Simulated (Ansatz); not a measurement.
The molecule MgF, multiplicity 2 (the spin of the measured ground state).

D_e counts from the fitted minimum to each atom's lowest state at the same level, without counterpoise.

Correlated levels freeze the inner cores; with def2 sets outer-core shells near the valence are correlated too.

Codes used: Ansatz (a quantum-chemistry and plane-wave program). Values without a source in brackets are computed.

PBE/def2-TZVPP gives 107.85 kcal/mol for the bond energy D_e.

Task: How do the other levels lie against it? Give each less PBE: r2SCAN/def2-TZVPP, B3LYP/def2-TZVPP, wB97M-V/def2-TZVPP, B2PLYP/def2-TZVPP, CCSD(T)/def2-QZVPP.

Result: r2SCAN/def2-TZVPP 1.63; B3LYP/def2-TZVPP -5.69; wB97M-V/def2-TZVPP -8.71; B2PLYP/def2-TZVPP -4.49; CCSD(T)/def2-QZVPP -3.01 kcal/mol. 1 of 5 lie above PBE; the widest gap is to wB97M-V/def2-TZVPP.
